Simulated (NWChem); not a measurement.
Species: WHS$_{3}$F; SMILES [F][W](=[S])(=[S])[SH]

```xyz
6

W      0.0139    -0.0733    -0.1644
S     -1.4063    -1.3210     0.8001
S      1.9162    -0.3530     0.7231
F      0.0579    -0.4244    -1.9901
S     -0.4920     2.1263     0.3448
H     -1.8343     2.0070     0.1926
```
Atoms are numbered in this order, from 1.

Program: NWChem. All runs use the structure optimised with PBE0/def2-SVP. No frequency run checked for a minimum. def2 effective core potentials on W; no spin-orbit coupling. Level r2SCAN/def2-SVP: energy and gradient on several grids; changes count from the extra-fine grid, which is no exact limit either.

```tsv
grid	size of the energy change (μHa)	largest change of a gradient component (μHa/bohr)	time, medium = 1 (rough)
xcoarse	5000	7000	about 1
coarse	200	300	about 1
medium	100	200	about 1
fine	20	50	about 1
xfine	< 10	< 30	2
```
